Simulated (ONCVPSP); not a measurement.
## Co: excitation energies, all-electron against ONCV

Co (Z = 27), optimised norm-conserving Vanderbilt (ONCV), made with ONCVPSP 4.0.1 (PBE, non-relativistic). Core [Ne], reference 3s2 3p6 3d7 4s2. Waves: 3s+4s: rc 1.50 bohr, ncon 3, nbas 6, qcut 8 1/bohr, 2 projectors; 3p: rc 0.85 bohr, ncon 3, nbas 8, qcut 8 1/bohr, 2 projectors, debl 2.2 Ha; 3d: rc 1.05 bohr, ncon 4, nbas 9, qcut 15.8 1/bohr, 2 projectors, debl 2.6 Ha; f scattering state at 0.18 Ha: rc 1.30 bohr, ncon 3, nbas 7, qcut 9.2 1/bohr, 2 projectors, debl 0.9 Ha. Local part: polynomial inside 0.60 bohr (lpopt 5, dvloc0 1 Ha). Core correction: polynomial model core, fcfact 0.45.

In the p channel the program set the typed energies aside and used -2.392, 0.250 Ha.

Energies are relative to the spin-unpolarised reference configuration 3s2 3p6 3d7 4s2; without spin polarisation the order of configurations can differ from experiment.

| valence configuration | charge | ΔE all-electron (eV) | error AE − PS (meV) |
| --- | --- | --- | --- |
| 3s2 3p6 3d7 4s1 | +1 | 8.881 | +0.4 |
| 3s2 3p6 3d7 4s0 | +2 | 25.423 | +1.6 |
| 3s2 3p6 3d6 4s0 | +3 | 61.525 | -1.5 |

(1) What are ΔE and the potential's error for 3s2 3p6 3d8 4s1?

Answers

(1) ΔE = -1.541 eV all-electron; the error (AE − PS) is +2.3 meV.
